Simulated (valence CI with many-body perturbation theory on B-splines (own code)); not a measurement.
## E1 line list for Tc¹¹⁺

Calculated by configuration interaction combined with many-body perturbation theory (CI+MBPT): four valence electrons over a frozen Dirac-Fock core [Ar] 3d10, radial functions for each j: 11 s, 11 p, 9 d, 7 f, 5 g, 2 h, 1 i, with the one-electron correlation potential Σ1 (screened to all orders), the two-electron term Σ2, the three-electron term Σ3, Breit, model QED; selected single and double excitations, second order for the rest, scaled by the run's own slope (own B-spline code, finite nucleus).

No measured spectrum was set against this ion. As an estimate, levels hold to about 250 cm⁻¹ or 0.2 % of their energy and the worst to 1 %, as in measured heavy ions of charge 2 to 7; those with d or f electrons hold less well.

Lines 151 to 200 of 241 in falling wavelength, among levels below 761250 cm⁻¹, chosen from the strongest by gf and those to the six lowest levels. Wavelengths and rates use the calculated energies, so an error of 700 cm⁻¹ moves a line at 235.4 Å by 0.16 % and its rate by three times that or more. Electric multipoles are in the length gauge, E1 and E2 with the static RPA response of the core. Weak lines are less certain than strong ones. Lines between different terms over intervals too small for the method are left out, as are lines whose strength nearly cancels. Where a level lies close to another of its J and parity, the split of strength between their lines is uncertain. The highest levels of a list are the least certain.

Names give the largest LS component (configuration and term), which can be under half, so a name can repeat, a term be missing and a line seem to break the LS rules; names also repeat where a configuration has a term twice. Letters in brackets count levels of one name in rising energy.

```
λ vac (Å)               Upper         Lower   A (s⁻¹)  log gf  Branch %
    235.4      4s 4p2 4d 1P_1  4s 4p3 3P°_0  1.74e+10   -0.36      28.2
    235.4  4s 4p2 4d 3D_2 [c]  4s 4p3 3P°_1  3.47e+10    0.16      57.1
    234.1  4s 4p2 4d 3D_2 [a]  4s 4p3 3D°_3  9.76e+09   -0.40      21.0
    233.8  4s 4p2 4d 3P_0 [b]  4s 4p3 3P°_1  5.26e+10   -0.37      61.7
    233.3     4s2 4p 4d 3D°_1  4s2 4p2 3P_2  3.01e+09   -1.13       2.8
    233.1     4s2 4p 4d 3P°_2  4s2 4p2 3P_1  3.47e+10    0.15      46.2
    232.8  4s 4p2 4d 3F_3 [c]  4s 4p3 3P°_2  2.66e+09   -0.82       2.6
    232.7  4s 4p2 4d 3P_0 [a]  4s 4p3 3D°_1  2.25e+10   -0.74      40.8
    232.6  4s 4p2 4d 3F_2 [b]  4s 4p3 3P°_2  4.40e+09   -0.75       4.2
    231.8  4s 4p2 4d 3P_1 [b]  4s 4p3 3P°_1  3.98e+10   -0.02      50.9
    231.7     4s2 4p 4d 1P°_1  4s2 4p2 1S_0  9.02e+10    0.34      97.6
    231.5  4s 4p2 4d 3D_3 [a]  4s 4p3 3D°_3  2.49e+10    0.15      61.2
    230.9  4s 4p2 4d 3F_2 [a]  4s 4p3 5S°_2  3.46e+08   -1.86       9.6
    230.7  4s 4p2 4d 3D_2 [d]  4s 4p3 3P°_2  4.02e+10    0.20      53.8
    230.1  4s 4p2 4d 3P_1 [b]  4s 4p3 3P°_0  2.19e+10   -0.28      28.1
    229.3  4s 4p2 4d 3D_3 [c]  4s 4p3 3P°_2  2.73e+10    0.18      66.8
    228.7  4s 4p2 4d 3D_2 [a]  4s 4p3 3D°_1  2.48e+10   -0.01      53.2
    228.7  4s 4p2 4d 3S_1 [a]  4s 4p3 3P°_2  3.23e+10   -0.12      40.7
    228.5      4s 4p2 4d 1G_4  4s 4p3 3D°_3  8.39e+09   -0.23      75.8
    227.8  4s 4p2 4d 3D_3 [b]  4s 4p3 3D°_3  2.06e+10    0.05      33.5
    227.8  4s 4p2 4d 3P_2 [b]  4s 4p3 3P°_2  1.47e+10   -0.24      20.7
    227.8     4s2 4p 4d 3D°_1  4s2 4p2 3P_1  8.64e+09   -0.70       7.9
    226.9  4s 4p2 4d 3D_3 [a]  4s 4p3 3D°_2  5.35e+09   -0.54      13.2
    226.9     4s2 4p 4d 1D°_2  4s2 4p2 3P_2  1.11e+10   -0.37      12.8
    226.8  4s 4p2 4d 3S_1 [a]  4s 4p3 3P°_1  6.57e+09   -0.82       8.3
    226.6  4s 4p2 4d 3D_1 [a]  4s 4p3 3D°_2  2.44e+10   -0.25      50.3
    226.2  4s 4p2 4d 3F_3 [a]  4s 4p3 5S°_2  4.77e+09   -0.59      65.4
    226.0  4s 4p2 4d 3P_2 [b]  4s 4p3 3P°_1  2.47e+10   -0.02      34.8
    225.8  4s 4p2 4d 3D_1 [a]  4s 4p3 3D°_1  1.36e+10   -0.51      28.0
    225.2  4s 4p2 4d 3S_1 [a]  4s 4p3 3P°_0  8.53e+09   -0.71      10.8
    224.9  4s 4p2 4d 3S_1 [b]  4s 4p3 3P°_2  8.95e+09   -0.69      13.4
    224.8  4s 4p2 4d 3D_2 [b]  4s 4p3 3D°_3  1.37e+10   -0.29      16.0
    223.4  4s 4p2 4d 3D_3 [b]  4s 4p3 3D°_2  2.37e+10    0.09      38.6
    221.8     4s2 4p 4d 3P°_1  4s2 4p2 3P_2  2.05e+10   -0.34      21.2
    221.6     4s2 4p 4d 1D°_2  4s2 4p2 3P_1  4.78e+10    0.25      55.4
    221.5  4s 4p2 4d 3S_1 [b]  4s 4p3 3P°_0  7.85e+09   -0.76      11.8
    220.9  4s 4p2 4d 3F_3 [b]  4s 4p3 3D°_3  3.91e+10    0.30      52.0
    220.8     4s2 4p 4d 3D°_3  4s2 4p2 3P_2  1.03e+11    0.72      87.6
    220.6      4s 4p2 4d 5P_3  4s 4p3 5S°_2  9.74e+10    0.70      96.8
    220.5  4s 4p2 4d 3D_2 [b]  4s 4p3 3D°_2  5.44e+10    0.30      63.8
    220.3  4s 4p2 4d 3P_2 [a]  4s 4p3 5S°_2  6.07e+08   -1.66       1.2
    219.9     4s2 4p 4d 3D°_2  4s2 4p2 3P_2  3.90e+10    0.15      38.0
    219.8  4s 4p2 4d 3D_2 [b]  4s 4p3 3D°_1  5.41e+09   -0.71       6.3
    219.4     4s2 4p 4d 1F°_3  4s2 4p2 1D_2  1.14e+11    0.76      82.9
    218.5     4s2 4p 4d 3P°_0  4s2 4p2 3P_1  7.83e+10   -0.25     100.0
    218.4  4s 4p2 4d 3D_1 [b]  4s 4p3 3D°_2  8.53e+09   -0.74      11.8
    218.2      4s 4p2 4d 5P_2  4s 4p3 5S°_2  1.10e+11    0.59      98.9
    217.7  4s 4p2 4d 3D_1 [b]  4s 4p3 3D°_1  3.84e+10   -0.09      53.2
    217.2      4s 4p2 4d 1P_1  4s 4p3 3D°_2  6.01e+09   -0.89       9.7
    217.1     4s2 4p 4d 3D°_1  4s2 4p2 3P_0  9.64e+10    0.31      88.1
```
